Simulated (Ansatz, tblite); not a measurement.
Removing an electron: Si(tBu)2Me2 (C₁₀H₂₄Si). Total charge 0; singlet. Geometry: PBE-D4/def2-SVP. Ansatz, gas phase; energy differences of separate SCF runs; the oxidised species was run as a doublet alone.

| atom | x (Å) | y (Å) | z (Å) |
| --- | --- | --- | --- |
| Si1 | 0.2732 | 0.1661 | 0.6097 |
| C2 | -0.7851 | -1.4464 | 0.3509 |
| C3 | -2.0843 | -1.1565 | -0.4226 |
| C4 | -1.1537 | -1.9915 | 1.7468 |
| C5 | 0.0288 | -2.5220 | -0.3948 |
| H6 | -2.7192 | -2.0703 | -0.4691 |
| H7 | -2.6917 | -0.3616 | 0.0589 |
| H8 | -1.8885 | -0.8443 | -1.4684 |
| H9 | -1.8094 | -1.2955 | 2.3083 |
| H10 | -0.2584 | -2.1901 | 2.3727 |
| H11 | -1.7030 | -2.9549 | 1.6487 |
| H12 | 0.9537 | -2.7965 | 0.1527 |
| H13 | 0.3254 | -2.1997 | -1.4124 |
| H14 | -0.5738 | -3.4518 | -0.5061 |
| C15 | 0.5073 | 1.2776 | -0.9706 |
| C16 | -0.7812 | 2.0629 | -1.2841 |
| C17 | 0.9123 | 0.4422 | -2.1987 |
| C18 | 1.6345 | 2.2873 | -0.6677 |
| H19 | -0.6242 | 2.7223 | -2.1677 |
| H20 | -1.6363 | 1.3986 | -1.5185 |
| H21 | -1.0853 | 2.7156 | -0.4403 |
| H22 | 0.1047 | -0.2450 | -2.5228 |
| H23 | 1.8201 | -0.1686 | -2.0108 |
| H24 | 1.1391 | 1.1081 | -3.0621 |
| H25 | 2.6122 | 1.7886 | -0.5097 |
| H26 | 1.4204 | 2.9022 | 0.2316 |
| H27 | 1.7576 | 2.9909 | -1.5217 |
| C28 | 1.9869 | -0.3564 | 1.2438 |
| H29 | 2.5438 | 0.5145 | 1.6450 |
| H30 | 2.6060 | -0.8136 | 0.4450 |
| H31 | 1.8968 | -1.0985 | 2.0636 |
| C32 | -0.5547 | 1.2270 | 1.9517 |
| H33 | -0.4873 | 0.7355 | 2.9434 |
| H34 | -1.6280 | 1.4083 | 1.7376 |
| H35 | -0.0588 | 2.2158 | 2.0374 |

The xTB rows come from tblite.

```csv
level,−HOMO (eV),vertical IE (eV),−LUMO (eV),HOMO–LUMO gap (eV)
GFN1-xTB,10.99,13.23,4.37,6.62
GFN2-xTB,9.93,12.23,3.81,6.12
```

Q: Estimate the rows for PBE-D4/def2-SVP, PBE0-D4/def2-SVP.

A: 
```json
{"level": "PBE-D4/def2-SVP", "−HOMO (eV)": "5.89", "vertical IE (eV)": "8.32", "−LUMO (eV)": "-0.40", "HOMO–LUMO gap (eV)": "6.29"}
{"level": "PBE0-D4/def2-SVP", "−HOMO (eV)": "7.11", "vertical IE (eV)": "8.70", "−LUMO (eV)": "-1.24", "HOMO–LUMO gap (eV)": "8.35"}
```

Relaxing the oxidised species (PBE-D4/def2-SVP) changes its energy by -0.50 eV at PBE-D4/def2-SVP, so the adiabatic ionisation energy to this nearest minimum is 7.82 eV. At PBE0-D4/def2-SVP it is 8.12 eV.   Raw xTB energy differences between charge states are shifted by several eV; the methods need an empirical correction for them.
